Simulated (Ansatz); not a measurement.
Geometry optimisation, RKS PBE/def2-SVP (Ansatz).

Input file:

```yaml
crystal:
  periodic: [false, false, false]
  atoms:
    - { symbol: Ta, position_ang: [-0.194584, 0.56963, 0.082852] }
    - { symbol: Cl, position_ang: [2.231133, 0.359563, 0.229949] }
    - { symbol: Cl, position_ang: [-0.189383, 1.017806, 2.371079] }
    - { symbol: F, position_ang: [0.025067, -0.290946, -1.590519] }
    - { symbol: Cl, position_ang: [-0.688264, 2.64453, -0.685789] }
    - { symbol: Cl, position_ang: [-2.203507, -0.556847, 0.293722] }
    - { symbol: O, position_ang: [0.762775, -2.344533, 1.009144] }
    - { symbol: Si, position_ang: [0.408829, -4.001565, 1.005655] }
    - { symbol: H, position_ang: [1.495241, -4.765815, 0.298718] }
    - { symbol: H, position_ang: [0.268459, -4.526816, 2.407451] }
    - { symbol: H, position_ang: [-0.897234, -4.157897, 0.285809] }
    - { symbol: H, position_ang: [1.707269, -2.05671, 0.937831] }
basis:
  gaussian: { orbitals: def2-SVP }
hamiltonian:
  xc: pbe
relax:
  f_tol: 0.03
  max_steps: 50
```

Command:

```bash
$ ansatz run input.yaml --threads 4 --pin off --max-ram 5120MiB --backend cpu --events-out ev --progress --plain --runs-dir out
```

**Question.** Where does it end, and by what steps?

**Answer.** The run converged. After 15 steps the energy has fallen by 0.617 eV; H10 moved furthest, 1.31 Å. Joined: Ta1–O7 (3.20 → 2.28 Å).

```tsv
step	energy less start (eV)	largest force component (eV/Å)	accepted
0	0.0000	1.046	yes
1	-0.2077	0.725	yes
2	-0.4141	0.804	yes
3	-0.4675	0.909	yes
4	-0.5108	0.257	yes
5	-0.5357	0.376	yes
6	-0.5500	0.067	yes
7	-0.5591	0.054	yes
8	-0.5677	0.186	yes
9	-0.5742	0.172	yes
10	-0.5928	0.183	yes
11	-0.6025	0.297	yes
12	-0.5953	0.282	no
13	-0.6120	0.120	yes
14	-0.6160	0.058	yes
15	-0.6166	0.010	yes
```

```xyz
12
Properties=species:S:1:pos:R:3
Ta 0.001 0.074 0.235
Cl 2.330 0.463 0.036
Cl 0.145 0.346 2.571
F 0.009 -0.459 -1.592
Cl -0.825 2.167 -0.198
Cl -1.992 -1.168 0.497
O 0.859 -2.016 0.558
Si 0.187 -3.582 0.940
H 1.400 -4.459 1.039
H -0.523 -3.491 2.250
H -0.702 -4.016 -0.178
H 1.836 -1.967 0.488
```

Whether the end is a true minimum wasn't checked by a vibrational analysis.

Run time: 53 s on 4 threads of Arm Neoverse V2 (shared host), peak memory 0.3 GiB.
